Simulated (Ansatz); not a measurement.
Ansatz results at the PBE0-D4/def2-TZVP geometry: HOMO energy (B3LYP/def2-TZVPP) -7.14 eV; size of the dipole moment (PBE/def2-TZVPP) 1.70 D; LUMO energy (PBE0/def2-TZVPP) 0.96 eV.

Each molecule was computed in one conformer, which needn't be the lowest.

(1) Which molecule gave them?
A. `C=C[SiH](C)O`
B. `CO[SiH](N)N`
C. `C=C[Si](N)(N)F`
D. `CO[SiH](O)Cl`

## Answers

(1) B. The others give `C=C[Si](N)(N)F`: -7.15, 1.72, -0.31; `CO[SiH](O)Cl`: -8.46, 1.53, 0.73; `C=C[SiH](C)O`: -7.60, 1.79, -0.39.

B3LYP here is the variant with VWN-RPA as its local correlation; programs differ in this.
